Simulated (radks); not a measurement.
All-electron atom: I- in [Xe].

All-electron calculation, scalar-relativistic Kohn-Sham, PBEsol, spin-polarised, spherical densities, point nucleus; hard spherical wall at 3 bohr. Program: a radial shooting solver on a logarithmic mesh with Libxc functionals.

Energy parts (eV):
part                       energy
total                 -193476.561
kinetic                203532.829
electron-nucleus      -470482.097
Hartree                 78363.556
exchange-correlation    -4890.850

Orbitals (lengths in bohr, moments of r in powers of bohr):
| orbital | occ. | eigenvalue (eV) | <r^4> |
|---|---|---|---|
| 1s | 2 | -32930.76 | 2.645e-06 |
| 2s | 2 | -5057.425 | 0.0004508 |
| 2p | 6 | -4536.019 | 0.0003259 |
| 3s | 2 | -992.0511 | 0.01940 |
| 3p | 6 | -823.1503 | 0.02038 |
| 3d | 10 | -570.0300 | 0.01782 |
| 4s | 2 | -146.2584 | 0.5772 |
| 4p | 6 | -93.5730 | 0.8136 |
| 4d | 10 | -17.2718 | 1.860 |
| 4f | 0 | 51.6099 | 10.24 |
| 5s | 2 | 13.0342 | 12.52 |
| 5p | 6 | 27.0310 | 14.83 |
| 5d | 0 | 50.9941 | 17.82 |
| 6s | 0 | 88.6000 | 19.75 |

The highest occupied level is 5p at 27.031 eV. The density falls to 0.001 e/bohr^3 at r = 2.90 bohr. Summed over all electrons, <r^2> = 45.18 bohr^2, which gives a Langevin (diamagnetic) susceptibility term of -35.8 x 10^-6 cm^3/mol.
